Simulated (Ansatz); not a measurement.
Consider the formal exchange of groups at a Ge–C bond: `C=[CH][GeH2][SiH3]` + SiH₄ → `[SiH3][GeH2][SiH3]` + ethylene.

Calculated with Ansatz (gas phase, PBE0-D4/def2-TZVP geometries, no zero-point term in ΔE). CCSD(T)/CBS is the MP2 limit (def2-TZVPP, def2-QZVPP) plus CCSD(T) − MP2 in def2-TZVPP, frozen cores. This one scheme is used for every species. DFT in def2-TZVPP. B3LYP here is the variant with VWN-RPA as its local correlation; programs differ in this. For Ge outer-core shells are correlated without core-valence functions, which leaves a few kJ/mol of doubt a bond. Scalar relativity is left out up to krypton. One conformer a species, not always the lowest.

| level | ΔE (kJ/mol) | difference from CCSD(T)/CBS |
| --- | --- | --- |
| PBE-D4 | -42.8 | -8.0 |
| r2SCAN-D4 | -39.4 | -4.6 |
| PBE0-D4 | -42.3 | -7.5 |
| B3LYP-D4 | -36.5 | -1.7 |
| ωB97X-V | -34.3 | 0.5 |
| ωB97M-V | -34.5 | 0.3 |
| B2PLYP | -33.2 | 1.6 |
| PBE | -43.3 | -8.5 |
| r2SCAN | -39.7 | -4.9 |
| PBE0 | -42.7 | -7.9 |
| B3LYP | -37.2 | -2.4 |
| HF/def2-TZVPP | -29.6 | 5.2 |
| MP2/def2-TZVPP | -27.0 | 7.8 |
| SCS-MP2/def2-TZVPP | -25.2 | 9.6 |
| CCSD/def2-TZVPP | -31.6 | 3.2 |
| CCSD(T)/def2-TZVPP | -31.0 | 3.8 |
| HF/def2-QZVPP | -29.8 | 5.0 |
| MP2/def2-QZVPP | -29.2 | 5.6 |
| SCS-MP2/def2-QZVPP | -27.2 | 7.6 |
| HF/CBS(def2) | -29.8 | 5.0 |
| MP2/CBS(def2) | -30.8 | 4.0 |
| CCSD/CBS(def2) | -35.4 | -0.6 |
| CCSD(T)/CBS | -34.8 | 0 |

Largest T1 diagnostic among the species: 0.012.
